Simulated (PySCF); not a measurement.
**Pb (lead, neutral) across methods**

[Xe] 4f14 5d10 6s2 6p1 6d1, one real determinant (an excited configuration). Calculation: PySCF 2.14, in aug-cc-pVTZ-PP with one added diffuse shell each of d, f type with ECP60MDF (6s5p5d3f, 67 functions); scalar relativity through the core potential.

```csv
method,E (hartree),mean ε 6s β (eV),mean ε 6p α (eV),mean ε 6d α (eV),Σ⟨r²⟩ (bohr²),⟨S²⟩
UHF,-191.65338,-17.968,-10.113,-1.608,140.1,2.007
PBE0,-192.6540,-16.008,-7.584,-1.250,126.7,2.002
revPBE,-192.7440,-14.916,-6.538,-1.070,124.0,2.001
wB97X,-192.6821,-18.720,-9.700,-1.698,137.5,2.001
r2SCAN,-192.7367,-15.264,-6.930,-0.952,126.0,2.003
LC-wPBE,-192.6676,-18.775,-10.266,-1.799,135.8,2.004
PBE,-192.6873,-14.990,-6.547,-1.041,122.7,2.001
```

(1) Estimate the same row for LDA.

⟨L²⟩ = 8.00 against 12 for a pure F term, so this real determinant mixes terms. Energies and moments cover only the electrons outside the core potential. Spin-orbit coupling, absent here, splits the open shell strongly. The outer electron is Rydberg-like, and this basis confines it to a smaller radius and binds it less than a complete one would.

Results:

(1) E (hartree) = -192.3825; mean ε 6s β (eV) = -15.376; mean ε 6p α (eV) = -6.631; mean ε 6d α (eV) = -0.973; Σ⟨r²⟩ (bohr²) = 121.4; ⟨S²⟩ = 2.001.
